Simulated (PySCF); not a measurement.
## How methods differ on the ionisation energy of Tm⁶⁰⁺

Tm⁶⁰⁺ [He] 2s2 2p5 (2P) → Tm⁶¹⁺ [He] 2s2 2p4 (3P), as a difference of total energies. Computed with PySCF 2.14 in an uncontracted even-tempered set (19 s from 37 bohr⁻², ratio 2.2; 13 p from 48 bohr⁻², ratio 2.2; 5 d from 190 bohr⁻², ratio 2.4; 5 f from 280 bohr⁻², ratio 2.4; 4 g from 430 bohr⁻², ratio 2.4), with scalar relativity by spin-free X2C-1e. Correlated levels: nothing frozen; virtual orbitals above 40 to 60 times the deepest correlated orbital energy dropped. The calculations carry no spin-orbit coupling.

```csv
method,ionisation energy (eV)
UHF,13977.2
LDA,13971.5
PBE,13976.0
PBE0,13976.8
r2SCAN,13981.5
B3LYP,13977.7
M06-L,13980.6
MP2 (all electrons),13979.0
SCS-MP2 (all electrons),13979.0
```

Spin-orbit coupling is strong in these open shells (close to jj coupling). The scalar numbers leave it out and a first-order estimate fails, so it can dominate the gap to the real levels.

For this ion Breit and QED terms and the two-electron picture change, all absent here, outweigh the differences among the correlated methods.

For comparison: 13651 ± 10 eV (theoretical estimate listed by NIST; NIST Atomic Spectra Database, ionization energies).
